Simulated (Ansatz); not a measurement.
Ideal-gas functions of `C[C](=S)[ZnH]` at 400 K and 1 bar, from an Ansatz frequency run at PBE0-D4/def2-TZVP.

Molar mass 125.51 g/mol, point group Cs (symmetry number 1), electronic degeneracy 1, moments of inertia 86.432, 202.772, 286.136 u Å². Harmonic wavenumbers (cm⁻¹, unscaled): 97, 146, 269, 283, 459, 486, 513, 879, 960, 1137, 1214, 1369, 1449, 1457, 1941, 3020, 3087, 3115.

Use S(trans) = R[1.5 ln M + 2.5 ln T − 1.1517]; rotational temperatures θ = 24.2544 K / I; S(rot) = R[ln(√π/σ · √(T³/θAθBθC)) + 1.5]; for each mode x = 1.438777 ν̃/T, S = R[x/(eˣ − 1) − ln(1 − e⁻ˣ)] and H = RT x/(eˣ − 1); 1 cm⁻¹ = 0.0119627 kJ/mol; R = 8.31446 J/(mol·K).

By hand: the entropy, in J/(mol·K).

Translation 175.2. Rotation: θ = 0.2806, 0.1196, 0.0848 K, giving 116.3. Vibration, mode by mode: 17.11, 13.76, 8.91, 8.52, 5.03, 4.65, 4.31, 1.52, 1.21, 0.72, 0.57, 0.36, 0.28, 0.28, 0.06, 0.00, 0.00, 0.00, in all 67.3. Electronic 0.0. Sum 358.8 J/(mol·K).

By hand: H − E and G − E in kJ/mol, counted from the electronic energy.

Zero-point energy ½ × 21881 × 0.0119627 = 130.9; thermal vibration 14.5; translation, rotation and pV give 4 RT = 13.3. H − E = 158.7 kJ/mol, and G − E = 158.7 − 400 × 358.8/1000 = 15.2 kJ/mol.

Vibration gives 19 % of the entropy, 30.9 J/(mol·K) of it from the modes under 150 cm⁻¹: soft modes count most, and the harmonic formula is weakest for them.
